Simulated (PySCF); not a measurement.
A mixed set of molecules.

All values: CAM-B3LYP/def2-SVPD (PySCF) at GFN2-xTB geometries, gas phase, one conformer each. Core orbitals are frozen in the response; Δα² is half the sum of the squared differences of the principal polarisabilities.

**Question.** Rank by HOMO–LUMO gap, highest first.
A. `S[SiH2]C1=CC=CC=C1`
B. `ClC1=CN2N=NC=C2C=C1`
C. `[C@H]12[C@@H](C(=C2)S[SiH3])C=C1`
D. `CCC[S@](C)=O`
E. `CC(=O)Cl`

**Answer.** E (10.11 eV), D (9.19 eV), A (8.85 eV), C (8.12 eV), B (7.22 eV).

**Question.** Rank by polarisability anisotropy Δα, lowest first.
A. `[NH2:1][SiH:2]1[S:3][CH2:4][CH2:5][S:6]1` with H–N1–Si2–S3 159° and -60°, N1–Si2–S3–C4 -100°, Si2–S3–C4–C5 -43°, S3–C4–C5–S6 61°, C4–C5–S6–Si2 -42°
B. acetyl chloride, `CC(=O)Cl`
C. `[CH3:1][CH2:2][CH2:3][S@:4]([CH3:5])=[O:6]` with C1–C2–C3–S4 -176°, C2–C3–S4–C5 172°
D. `[SH:1][SiH2:2][c:3]1[cH:4][cH:5][cH:6][cH:7][cH:8]1` with H–S1–Si2–C3 55°, S1–Si2–C3–C4 -164°
E. `[SiH3:1][S:2][C:3]1=[CH:4][C@@H:5]2[CH:6]=[CH:7][C@H:8]12` with Si1–S2–C3–C4 1°
F. `Clc1ccc2cnnn2c1`

**Answer.** B (2.55 Å³), A (3.18 Å³), C (3.62 Å³), E (6.45 Å³), D (8.88 Å³), F (12.10 Å³).

**Question.** Rank by HOMO energy, lowest first.
A. `Clc1ccc2cnnn2c1`
B. `[SiH3]SC1=C[C@@H]2C=C[C@H]12`
C. `N[SiH]1SCCS1`
D. `CC(=O)Cl`
E. `c1c(cccc1)[SiH2]S`

**Answer.** D (-10.10 eV), E (-8.61 eV), C (-8.20 eV), A (-7.99 eV), B (-7.51 eV).

All values together:

| SMILES | formula | μ (D) | HOMO (eV) | LUMO (eV) | α (Å³) | Δα (Å³) | electrons | α per electron (Å³) |
| --- | --- | --- | --- | --- | --- | --- | --- | --- |
| [SiH3]SC1=C[C@@H]2C=C[C@H]12 | C6H8SSi | 1.28 | -7.51 | 0.61 | 16.23 | 6.45 | 74 | 0.219 |
| N[SiH]1SCCS1 | C2H7NS2Si | 0.63 | -8.20 | 0.54 | 13.93 | 3.18 | 72 | 0.194 |
| Clc1ccc2cnnn2c1 | C6H4ClN3 | 4.08 | -7.99 | -0.77 | 15.25 | 12.10 | 78 | 0.196 |
| CC(=O)Cl | C2H3ClO | 2.88 | -10.10 | 0.00 | 6.33 | 2.55 | 40 | 0.158 |
| S[SiH2]c1ccccc1 | C6H8SSi | 2.05 | -8.61 | 0.24 | 16.85 | 8.88 | 74 | 0.228 |
| CCC[S@](C)=O | C4H10OS | 3.89 | -8.05 | 1.13 | 11.33 | 3.62 | 58 | 0.195 |

Conformers: `[SiH3:1][S:2][C:3]1=[CH:4][C@@H:5]2[CH:6]=[CH:7][C@H:8]12` with Si1–S2–C3–C4 1°; `[NH2:1][SiH:2]1[S:3][CH2:4][CH2:5][S:6]1` with H–N1–Si2–S3 159° and -60°, N1–Si2–S3–C4 -100°, Si2–S3–C4–C5 -43°, S3–C4–C5–S6 61°, C4–C5–S6–Si2 -42°; `[SH:1][SiH2:2][c:3]1[cH:4][cH:5][cH:6][cH:7][cH:8]1` with H–S1–Si2–C3 55°, S1–Si2–C3–C4 -164°; `[CH3:1][CH2:2][CH2:3][S@:4]([CH3:5])=[O:6]` with C1–C2–C3–S4 -176°, C2–C3–S4–C5 172°.

**Question.** How closely does the mean polarisability follow the number of electrons in this set?

**Answer.** The correlation coefficient is 0.97; α per electron runs from 0.158 to 0.228 Å³.
